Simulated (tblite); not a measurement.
Compound: C6H9AlN2O.
Geometry (GFN2-xTB, Å), atoms numbered from 1 in this order:
```
atom  x, y, z in Å
C1     3.778   -0.233    0.010
C2     3.056    0.834   -0.429
O3     1.749    0.551   -0.377
C4     1.598   -0.732    0.110
Al5   -0.268   -0.292   -0.170
N6    -1.122    1.219   -0.574
C7    -2.545    0.918   -0.713
C8    -2.879   -0.411   -0.001
N9    -1.727   -1.300   -0.045
C10    2.843   -1.239    0.355
H11    4.845   -0.300    0.082
H12    3.355    1.802   -0.786
H13   -0.908    2.165   -0.858
H14   -3.161    1.715   -0.278
H15   -2.819    0.828   -1.773
H16   -3.750   -0.865   -0.491
H17   -3.163   -0.189    1.038
H18   -1.965   -2.248    0.200
H19    3.072   -2.214    0.738
```

Computed values, GFN2-xTB/tblite, gas phase, harmonic and unscaled. Against measured fundamentals such values can be off by several per cent, at times by over 20. One conformer, not necessarily the lowest. The optimisation stopped once no atom felt more than 0.01 eV/Å.

Lowest wavenumbers of the output (negative numbers stand for imaginary wavenumbers):
```
mode    cm-1
  1     -21.8
  2      62.4
  3      68.3
  4     114.4
  5     126.7
  6     153.9
  7     266.3
  8     279.1
```

Q: Is this structure a minimum?

A: Not by this Hessian. 1 mode is imaginary beyond 20i (22i cm⁻¹), so at this level the point lies at or near a first-order saddle. The curvature is small, so loose convergence or finite differences may be the whole cause.

Q: Which atoms move in the imaginary mode?

A: 22i: C10 (aromatic CH carbon) 18 %, N9 (nitrogen bonded to Al, C and H) 17 %, C2 (aromatic CH next to a ring oxygen) 15 %. These are shares of the mass-weighted motion.

Q: What is the remedy?

A: Step along that mode in both directions, optimise again with tighter thresholds and repeat the frequencies. The zero-point energy of this point (90.1 kcal/mol) counts the 50 real modes alone, and thermal corrections from it aren't those of a minimum.
